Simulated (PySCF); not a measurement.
Species: 4-methyl-1,3-dithiane, C₅H₁₀S₂.
Atom-mapped SMILES: `[CH3:1][C@H:2]1[CH2:3][CH2:4][S:5][CH2:6][S:7]1` (hydrogens: H8, H9, H10 on C1; H11 on C2; H12, H13 on C3; H14, H15 on C4; H16, H17 on C6)

The same species was optimised twice, with GFN2-xTB and with PBE0-D3(BJ)/def2-SVP (PySCF), and the same property calculations (PySCF, gas phase) were run on both structures.

| coordinate | GFN2-xTB | PBE0-D3(BJ)/def2-SVP | change |
| --- | --- | --- | --- |
| C2–S7 (Å) | 1.841 | 1.828 | -0.013 |
| C4–S5 (Å) | 1.823 | 1.813 | -0.010 |
| S5–C6 (Å) | 1.812 | 1.807 | -0.005 |
| C6–S7 (Å) | 1.812 | 1.808 | -0.004 |
| C1–C2 (Å) | 1.520 | 1.519 | -0.001 |
| C2–C3 (Å) | 1.525 | 1.525 | 0.000 |
| C3–C4 (Å) | 1.522 | 1.522 | 0.000 |
| C3–C2–S7 (°) | 110.6 | 112.5 | +1.9 |
| C3–C4–S5 (°) | 112.5 | 114.3 | +1.8 |
| S5–C6–S7 (°) | 113.5 | 115.2 | +1.7 |
| C2–C3–C4 (°) | 113.5 | 114.8 | +1.3 |
| C2–S7–C6 (°) | 98.0 | 99.1 | +1.1 |
| C1–C2–S7 (°) | 107.9 | 107.2 | -0.7 |
| C4–S5–C6 (°) | 97.3 | 97.8 | +0.5 |
| C1–C2–C3 (°) | 111.7 | 112.0 | +0.3 |

Rotational constants: A = 2928, B = 1505, C = 1076 MHz (GFN2-xTB) against A = 2925, B = 1495, C = 1066 MHz (PBE0-D3(BJ)/def2-SVP). Point groups within 0.08 Å: C1 and C1.

On the GFN2-xTB structure: lowest singlet, TDDFT (eV) 4.90 [B3LYP/def2-SVPD]; lowest triplet, Tamm–Dancoff (eV) 4.49 [B3LYP/def2-SVPD]; isotropic polarisability (au) 100.1 [B3LYP/def2-SVPD]; HOMO (eV) -5.99 [B3LYP/def2-SVPD]; LUMO (eV) -0.05 [B3LYP/def2-SVPD]; dipole (D) 2.36 [B3LYP/def2-SVPD]; HOMO (eV) -6.22 [PBE0/pcSseg-1]; LUMO (eV) 0.50 [PBE0/pcSseg-1]; dipole (D) 2.40 [PBE0/pcSseg-1]; GIAO shielding of C1 (ppm) 163.1 [PBE0/pcSseg-1]; GIAO shielding of C2 (ppm) 138.3 [PBE0/pcSseg-1]; GIAO shielding of C3 (ppm) 146.6 [PBE0/pcSseg-1]; GIAO shielding of C4 (ppm) 147.6 [PBE0/pcSseg-1]; GIAO shielding of S5 (ppm) 473.5 [PBE0/pcSseg-1]; GIAO shielding of C6 (ppm) 140.4 [PBE0/pcSseg-1]; GIAO shielding of S7 (ppm) 423.4 [PBE0/pcSseg-1].

**Question.** What do these properties become on the PBE0-D3(BJ)/def2-SVP structure?

**Answer.** 
```tsv
property	level	on GFN2-xTB	on PBE0-D3(BJ)/def2-SVP	change
lowest singlet, TDDFT (eV)	B3LYP/def2-SVPD	4.90	4.99	+0.09
lowest triplet, Tamm–Dancoff (eV)	B3LYP/def2-SVPD	4.49	4.57	+0.08
isotropic polarisability (au)	B3LYP/def2-SVPD	100.1	101.0	+0.9
HOMO (eV)	B3LYP/def2-SVPD	-5.99	-6.07	-0.08
LUMO (eV)	B3LYP/def2-SVPD	-0.05	-0.03	+0.02
dipole (D)	B3LYP/def2-SVPD	2.36	2.30	-0.06
energy, GFN2-xTB geometry as zero (kcal/mol)	B3LYP/def2-SVPD	0.0	-1.1	-1.1
HOMO (eV)	PBE0/pcSseg-1	-6.22	-6.30	-0.08
LUMO (eV)	PBE0/pcSseg-1	0.50	0.52	+0.02
dipole (D)	PBE0/pcSseg-1	2.40	2.33	-0.07
energy, GFN2-xTB geometry as zero (kcal/mol)	PBE0/pcSseg-1	0.0	-0.9	-0.9
GIAO shielding of C1 (ppm)	PBE0/pcSseg-1	163.1	160.9	-2.2
GIAO shielding of C2 (ppm)	PBE0/pcSseg-1	138.3	141.4	+3.1
GIAO shielding of C3 (ppm)	PBE0/pcSseg-1	146.6	147.4	+0.8
GIAO shielding of C4 (ppm)	PBE0/pcSseg-1	147.6	148.8	+1.2
GIAO shielding of S5 (ppm)	PBE0/pcSseg-1	473.5	492.4	+18.9
GIAO shielding of C6 (ppm)	PBE0/pcSseg-1	140.4	142.3	+1.9
GIAO shielding of S7 (ppm)	PBE0/pcSseg-1	423.4	444.1	+20.7
```

The heavy atoms differ by 0.028 Å rms after alignment. Among bonds between heavy atoms C2–S7 changes most (-0.013 Å). Changes are differences of the printed values. Neither structure is proved a minimum here.
